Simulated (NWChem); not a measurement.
CHBFNO; SMILES C(=NBF)=O

```xyz
6

B     -0.5092    -1.2354     0.0000
F      0.3297    -2.2684     0.0000
H     -1.7054    -1.4449     0.0000
N      0.0328     0.0780     0.0000
C      0.0344     1.2920     0.0000
O      0.1060     2.4674     0.0000
```
Atoms are numbered in this order, from 1.

Program: NWChem. Medium grid unless said otherwise, to which SCAN and Minnesota functionals are sensitive. All runs use the structure optimised with PBE-D3(BJ)/def2-SVP. Total energies of different functionals are on different scales.

```tsv
level	energy (Ha)	highest occupied level (eV)	orbital gap (eV)	dipole (D)	relative time
B3LYP/def2-SVP	-293.2566	-8.77	7.24	0.82	1
PBE/def2-SVP	-292.9399	-7.58	5.30	0.66	1
B3PW91/def2-SVP	-293.1363	-8.84	7.28	0.85	1
r2SCAN/def2-SVP	-293.1057	-7.97	5.97	0.81	2
MN15/def2-SVP	-292.9447	-9.76	9.01	0.82	2
M06-L/def2-SVP	-293.2263	-7.96	5.99	0.77	2
TPSSh/def2-SVP	-293.2586	-8.26	6.50	0.78	2
Hartree-Fock/def2-SVP	-291.7602	-12.61	15.09	1.26	1
SCAN/def2-SVP	-293.1484	-7.98	5.97	0.80	2
LC-wPBE (HJS exchange hole, range parameter 0.4 per bohr)/def2-SVP	-293.0316	-11.74	12.75	0.90	5
BLYP/def2-SVP	-293.2089	-7.40	5.31	0.65	2
```

The last column is a rough cost ratio, cheapest run = 1.
